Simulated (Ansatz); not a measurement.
**Question.** Name a neutral molecule of C, S, Si and H with ideal-gas entropy at 298 K and 1 bar (rigid rotor, harmonic PBE0-D4/def2-TZVP) between 349 and 365 J/(mol·K) and HOMO energy (PBE0/def2-TZVPP) between -6.95 and -6.65 eV (Ansatz, PBE0-D4/def2-TZVP geometry).

**Answer.** `[SiH3]SCC=S` (364 J/(mol·K), -6.70 eV); `CS[SiH]1CC1` (359 J/(mol·K), -6.66 eV). Other molecules can fit too; these were computed, each in one conformer that needn't be the lowest.
